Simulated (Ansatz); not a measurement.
# Heat of formation of CH2I2 (diiodomethane) from total energies

CH2I2 has 5 atoms, charge 0, and is taken as a singlet. As SMILES, `ICI`. The shape is that of a PBE0-D4/def2-TZVP optimisation.

Total energies at HSE06/def2-SVP (core potential) (Ansatz 0.2.0); the atoms run unrestricted:

| species | state | energy (Eh) |
| --- | --- | --- |
| CH2I2 | singlet | -634.638786 |
| I | doublet | -297.682727 |
| C | triplet | -37.758299 |
| H | doublet | -0.500004 |

Harmonic wavenumbers at PBE0-D4/def2-TZVP, in cm⁻¹: 118, 507, 606, 728, 1063, 1140, 1409, 3149, 3238.

Measured heats of formation of the gaseous atoms at 298.15 K, in kJ/mol: I 106.8, C 716.9, H 218.0. Spin-orbit lowering of the atoms at 298 K (mean of the ground term's levels less their thermal mean, from spectra), in kJ/mol: I 30.32, C 0.02. Take 1 Eh = 2625.50 kJ/mol, 1 cm⁻¹ = 0.0119627 kJ/mol, RT = 2.479 kJ/mol.

Task: What heat of formation follows?

Result: 
1. Electronic atomisation energy: 2 × (-297.682727) + (-37.758299) + 2 × (-0.500004) − (-634.638786) = 0.515025 Eh = 1352.2 kJ/mol.
2. Zero-point energy: half the sum of the wavenumbers, 5979 cm⁻¹ = 71.5 kJ/mol.
3. Thermal vibrational enthalpy, Σ hcν̃/(exp(hcν̃/kT) − 1): 3.2 kJ/mol. Translation, rotation and pV of a non-linear molecule: 4 RT = 9.9 kJ/mol.
4. The 5 free atoms carry 5/2 RT each: 31.0 kJ/mol.
5. Spin-orbit coupling lowers the free atoms by 2 × 30.32 + 0.02 = 60.7 kJ/mol.
6. Atomisation enthalpy at 298 K: 1352.2 − 60.7 − 71.5 − 3.2 − 9.9 + 31.0 = 1237.9 kJ/mol.
7. Sum of the atoms' heats of formation: 1366.5 kJ/mol. Heat of formation: 1366.5 − 1237.9 = +128.6 kJ/mol.

The tabulated value is +119.5 kJ/mol (CRC Handbook of Chemistry and Physics; in doubt: it may be an older value or an estimate), so this level is off by +9.1 kJ/mol, or 0.7 % of the atomisation enthalpy that the table implies (1246.9 kJ/mol). So close a hit in a small basis owes something to errors that cancel. Anharmonicity and any spin-orbit splitting of the molecule are left out.
